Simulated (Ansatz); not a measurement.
The cluster ZnB₇⁻, relaxed as a singlet with RKS PBE0-D4/def2-SVPD in Ansatz, starting from the GFN1-xTB geometry. Force threshold 0.02 eV/Å.

The restricted singlet is unstable towards broken spin symmetry at other levels; at PBE0-D4/def2-SVPD this wasn't settled. Another isomer (singlet) lies 0.48 eV lower at PBE0-D4/def2-TZVPD; other spin states weren't run for this one.

Start:

```tsv
atom	x (Å)	y (Å)	z (Å)
Zn1	-1.918	-2.322	-1.798
B2	-0.694	-0.658	-1.040
B3	-0.849	1.459	0.783
B4	-1.370	0.225	0.059
B5	0.494	1.648	1.452
B6	1.844	-0.184	0.018
B7	0.736	-1.058	-0.553
B8	1.757	0.889	1.079
```

(1) Estimate the energy that the relaxation releases and the steps that it takes.

(2) Does the start keep its bonding and symmetry?

(3) Predict the relaxed structure.

## Answers

(1) 96.6 kcal/mol, in 16 steps; 61 s on 4 threads of Intel Xeon Platinum 8259CL on a shared host. No frequencies were taken in this run, so the end may be a saddle point.

(2) Bonds formed: B3–B6, B3–B8, B4–B6, B4–B7 (atoms count from 1). Point group Cs at the start, Cs at the end, both within 0.05 Å.

(3) 
```xyz
8

Zn   -2.339   -2.344   -2.083
B    -0.854   -1.264   -1.114
B    -0.147    1.106    0.961
B    -0.605   -0.092   -0.088
B     0.536    2.163    1.890
B     1.233    0.122    0.128
B     0.626   -0.995   -0.854
B     1.551    1.303    1.159
```
Bond lengths: 11 × B–B 1.52 to 1.89 Å; 1 × B–Zn 2.08 Å.
